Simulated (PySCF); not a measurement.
# Spinor energies of S⁺ (sulfur, charge +1)

Start: [Ne] 3s2 3p3; 3p1/2 filled at m_j = -1/2, +1/2; 3p3/2 filled at m_j = +3/2. Calculated with PySCF 2.14 in x2c-TZVPPall-2c (5s6p3d1f, 45 functions): generalised Hartree-Fock with the X2C-1e Hamiltonian and a Gaussian nucleus; one run each with spin-orbit coupling (SO) switched off, then screened by Boettger's factors.

| spinor shell | electrons | ε, spin-free (eV) | ε, screened SO (eV) | weight of nominal j (screened SO) | rms radius, screened SO (bohr) |
| --- | --- | --- | --- | --- | --- |
| 1s1/2 | 2 | -2523.0 | -2523.0 | 1.000 | 0.112 |
| 2s1/2 | 2 | -257.87 | -257.87 | 1.000 | 0.516 |
| 2p1/2 | 2 | -193.28 | -194.55 | 0.811 | 0.489 |
| 2p3/2 | 4 | -193.28 | -192.65 | 0.906 | 0.492 |
| 3s1/2 | 2 | -33.888 | -33.888 | 1.000 | 1.78 |
| 3p1/2 | 2 | -23.455 | -23.475 | 0.511 | 2.04 |
| 3p3/2 | 1 | -23.455 | -23.415 | 1.000 | 2.04 |

| quantity | spin-free | screened SO |
| --- | --- | --- |
| E (hartree) | -398.24547 | -398.24617 |
| M_J | 3/2 | 3/2 |
| ⟨J²⟩ | 3.751 | 3.751 |
| ⟨L²⟩ | 0.000 | 0.001 |
| ⟨S²⟩ | 3.751 | 3.750 |

Each row is a mean over spinors that exchange with the open shell spreads, by up to 9.373 eV (3s1/2).

Rows whose weight is well below 1 are mixtures of j = l ± 1/2: exchange outweighs spin-orbit coupling there, and the label is only the starting occupation.

Without spin-orbit coupling the j labels of p, d and f shells carry no meaning; the spin-free column gives the mean over the occupied spinors of each nl shell.
